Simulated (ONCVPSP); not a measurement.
**PBEsol ONCV dataset for Ag (Z = 47), fully relativistic all-electron reference.**

- Element: silver (Ag)
- Generator: ONCVPSP 4.0.1
- Type: optimised norm-conserving Vanderbilt (ONCV)
- Functional: PBEsol
- Relativity: fully relativistic
- Frozen core: [Kr]
- Valence charge: 11
- Reference configuration: 4d10 5s0.75 5p0.25
- Partial waves: 5s: rc 2.30 bohr, ncon 5, nbas 9, qcut 2.3 1/bohr, 2 projectors, debl 1.3 Ha; 5p: rc 4.00 bohr, ncon 4, nbas 9, qcut 1.8 1/bohr, 2 projectors, debl 2.6 Ha; 4d: rc 1.55 bohr, ncon 4, nbas 8, qcut 8.9 1/bohr, local
- Local potential: the d channel
- Core correction: none

Open shells are filled in proportion to 2j + 1.

(1) Estimate the cutoffs (Ha) at which the residual kinetic energy of the hardest occupied pseudo-wave falls to 1 and 0.1 mHa per electron.

(2) What does a ghost test show?

(3) Which valence shell sets the plane-wave cutoff?

Answers

(1) 30 Ha and 35 Ha.

(2) Ghosts flagged at negative energy: s at -57.6 eV, p3/2 at -19.1 eV, p1/2 at -17.4 eV; GHOST(+) flagged for p3/2 at 63.8 eV, p1/2 at 64.3 eV. A true bound ghost makes a file unfit for plane-wave use.

(3) 4d: 30 Ha for 1 mHa per electron, against 8 Ha for 5s.

Its largest configuration-test error is -2.8 meV (4d10 5s0 5p0). 1 of 4 tests not solved or not reliable.
